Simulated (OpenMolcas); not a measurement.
**Cd: input and output**

Input:

```
&GATEWAY
Coord
1

Cd 0.0 0.0 0.0
Basis=ANO-RCC-VTZP
Group=XYZ
NoMove
AngMom=0.0 0.0 0.0
AMFI
&SEWARD
* reference wave functions (RASSCF and RASSI steps not shown): 2 electrons in 8 orbitals (5s 5p 6s 6p)
>>> COPY JOB002 $Project.JobIph
&CASPT2
Multistate=1 1
Frozen=9 9
IPEA=0.0
Imaginary=0.3
MaxIter=60
WThr=0.0 0.3 0.05
PrWF=0.5
NoMix
>>> COPY JOB003 $Project.JobIph
&CASPT2
Multistate=3 1 2 3
NoMult
Frozen=9 9
IPEA=0.0
Imaginary=0.3
MaxIter=60
WThr=0.0 0.3 0.05
PrWF=0.5
NoMix
>>> COPY JOB004 $Project.JobIph
&CASPT2
Multistate=3 1 2 3
NoMult
Frozen=9 9
IPEA=0.0
Imaginary=0.3
MaxIter=60
WThr=0.0 0.3 0.05
PrWF=0.5
NoMix
```

Launched by
```bash
OMP_NUM_THREADS=1 MOLCAS_MEM=2252 MOLCAS_PROJECT=a pymolcas a.inp > a.log  # once for each step of the input, in one work folder
```

Output, cut to the results:

```
--- CASPT2 ---
Orbital specifications:
      -----------------------

      Symmetry species                           1   2
                                                ag  au
      Frozen orbitals                            9   9
      Inactive orbitals                          5   0
      Active orbitals                            2   6
      Secondary orbitals                        20  17
      Deleted orbitals                           0   0
      Number of basis functions                 36  32
Type of calculation                        SS-CASPT2
      Fock operator                              state-specific
      IPEA shift                                 0.00
      Real shift                                 0.00
      Imaginary shift                            0.30
      The input orbitals will be transformed to quasi-canonical
Reference energy:       -5590.3084981551
      E2 (Non-variational):      -0.3450673173
      Shift correction:          -0.0019159839
      E2 (Variational):          -0.3469833012
      Total energy:           -5590.6554814563
      Residual norm:              0.0000009786
      Reference weight:           0.93261
      Contributions to the CASPT2 correlation energy
      Active & Virtual Only:         -0.0009065258
      One Inactive Excited:          -0.0651901751
      Two Inactive Excited:          -0.2789706164
::    CASPT2 Root  1     Total energy:  -5590.65548146
--- CASPT2 ---
Orbital specifications:
      -----------------------

      Symmetry species                           1   2
                                                ag  au
      Frozen orbitals                            9   9
      Inactive orbitals                          5   0
      Active orbitals                            2   6
      Secondary orbitals                        20  17
      Deleted orbitals                           0   0
      Number of basis functions                 36  32
Type of calculation                        SS-CASPT2
      Fock operator                              state-specific
      IPEA shift                                 0.00
      Real shift                                 0.00
      Imaginary shift                            0.30
      The input orbitals will be transformed to quasi-canonical
Reference energy:       -5590.1886110503
      E2 (Non-variational):      -0.3316203147
      Shift correction:          -0.0017995902
      E2 (Variational):          -0.3334199049
      Total energy:           -5590.5220309552
      Residual norm:              0.0000003362
      Reference weight:           0.93622
      Contributions to the CASPT2 correlation energy
      Active & Virtual Only:         -0.0019457027
      One Inactive Excited:          -0.0496246446
      Two Inactive Excited:          -0.2800499674
Reference energy:       -5590.1886110503
      E2 (Non-variational):      -0.3316203147
      Shift correction:          -0.0017995902
      E2 (Variational):          -0.3334199049
      Total energy:           -5590.5220309552
      Residual norm:              0.0000003362
      Reference weight:           0.93622
      Contributions to the CASPT2 correlation energy
      Active & Virtual Only:         -0.0019457027
      One Inactive Excited:          -0.0496246446
      Two Inactive Excited:          -0.2800499674
::    CASPT2 Root  1     Total energy:  -5590.52203096
::    CASPT2 Root  2     Total energy:  -5590.52203096
::    CASPT2 Root  3     Total energy:  -5590.52203096
--- CASPT2 ---
Orbital specifications:
      -----------------------

      Symmetry species                           1   2
                                                ag  au
      Frozen orbitals                            9   9
      Inactive orbitals                          5   0
      Active orbitals                            2   6
      Secondary orbitals                        20  17
      Deleted orbitals                           0   0
      Number of basis functions                 36  32
Type of calculation                        SS-CASPT2
      Fock operator                              state-specific
      IPEA shift                                 0.00
      Real shift                                 0.00
      Imaginary shift                            0.30
      The input orbitals will be transformed to quasi-canonical
Reference energy:       -5590.1003548966
      E2 (Non-variational):      -0.3529535616
      Shift correction:          -0.0028006846
      E2 (Variational):          -0.3557542462
      Total energy:           -5590.4561091427
      Residual norm:              0.0000002822
      Reference weight:           0.92466
      Contributions to the CASPT2 correlation energy
      Active & Virtual Only:         -0.0103258849
      One Inactive Excited:          -0.0624091130
      Two Inactive Excited:          -0.2802185637
Reference energy:       -5590.1003548966
      E2 (Non-variational):      -0.3529535616
      Shift correction:          -0.0028006846
      E2 (Variational):          -0.3557542462
      Total energy:           -5590.4561091427
      Residual norm:              0.0000002822
      Reference weight:           0.92466
      Contributions to the CASPT2 correlation energy
      Active & Virtual Only:         -0.0103258849
      One Inactive Excited:          -0.0624091130
      Two Inactive Excited:          -0.2802185637
::    CASPT2 Root  1     Total energy:  -5590.45610914
::    CASPT2 Root  2     Total energy:  -5590.45610914
::    CASPT2 Root  3     Total energy:  -5590.45610914
```

Levels above the lowest, from the spin-orbit matrix with the single-state CASPT2 energies, averaged by term, on its diagonal:

| Configuration | Term | J | E (cm⁻¹) | Measured (cm⁻¹) | Term weight % |
| --- | --- | --- | --- | --- | --- |
| 5s² | ¹S | 0 | 0.0 | 0.0 | 100 |
| 5s 5p | ³P° | 0 | 28345 | 30114 | 100 |
| 5s 5p | ³P° | 1 | 28803 | 30656 | 100 |
| 5s 5p | ³P° | 2 | 29761 | 31827 | 100 |
| 5s 5p | ¹P° | 1 | 43771 | 43692 | 100 |

Against the 4 measured excited levels shown (NIST Handbook of Basic Atomic Spectroscopic Data) the mean absolute deviation is 1400 cm-1; the largest miss in energy is 5s 5p ³P°₂: computed 29761, measured 31827 cm⁻¹ (-6.5 %).

Some high roots are left out of the spin-orbit mixing, which shifts the levels that they would mix with. Terms from blocks run as CI alone lack orbitals of their own. Active for correlation alone: 6p 6s; no level in the range computed is led by a configuration that fills them, so any true level of that kind is missing. Measured partners are found by configuration, term and J. A level has none where our copy of the source lacks it or the pairing is in doubt (some pairs that miss far off the trend of their configuration count as doubtful), and it then counts in no deviation. Only configurations of the active space appear. The first state left out of the spin-orbit step lies near 68000 cm-1 above the lowest spin-free state of the reference (among the parities and spins computed), and the list stops at four fifths of that energy or lower.

The CASPT2 steps took 1.9 s on 1 thread of Arm Neoverse V2, with other jobs on the host; the integral step is not counted.

The term weight is that of the spin-free term in the level, not the purity of its configuration. ° marks odd parity.
